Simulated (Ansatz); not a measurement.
A structure relaxed at r2SCAN/def2-SVP in Ansatz, charge 1, doublet:

```xyz
8

Na    1.601    1.399    1.926
Na   -0.001   -1.312    0.288
Na   -1.876    0.556    2.787
Na   -1.081    1.914   -0.555
Na    2.183    0.711   -1.709
Na   -3.404   -0.893   -0.392
Na   -0.855   -0.697   -3.191
Na    3.434   -1.678    0.845
```

(1) Give its formula.

(2) Summarise the bond lengths by kind (pairs closer than 1.2 times the sum of covalent radii, bridged metal pairs left out).

## Answers

(1) the cluster Na₈⁺ (the lowest doublet isomer of a short search).

(2) 19 × Na–Na 3.50 to 3.81 Å.

The relaxation made no stability test and no search for a lower SCF solution. The structure comes from a short search, and lower isomers may exist.
